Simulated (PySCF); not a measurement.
## How methods differ on the ionisation energy of Nb+

Nb+ [Kr] 4d4 (5D) → Nb(2+) [Kr] 4d3 (4F), as a difference of total energies. All numbers are calculated (PySCF 2.14, a scalar-relativistic core potential, in def2-TZVPPD with the def2 core potential (28 electrons) (6s4p3d2f1g, 56 functions)). Correlated levels: valence: 4s2 4p6 frozen; valence and next inner shell: nothing frozen outside the core potential. The calculations carry no spin-orbit coupling.

```
                                method  ionisation energy (eV)
                                   UHF                  13.061
                                   LDA                  14.727
                                   PBE                  14.480
                             BHandHLYP                  13.892
                                 M06-L                  13.912
                               wB97X-V                  13.932
                               LC-wPBE                  14.152
                         MP2 (valence)                  13.593
                     SCS-MP2 (valence)                  13.238
    MP2 (valence and next inner shell)                  14.045
SCS-MP2 (valence and next inner shell)                  13.685
```

Task: How much does correlation contribute at MP2 (valence and next inner shell)?

Result: 14.045 − (13.061) = 0.984 eV, measured against UHF.

The reference lies between the lowest fine-structure levels, while these numbers refer to the centres of the terms.

Errors of the correlated levels include the incompleteness of this basis and the frozen core.

For comparison: 14.32 eV (semi-empirical (NIST evaluation); NIST Atomic Spectra Database, ionization energies).
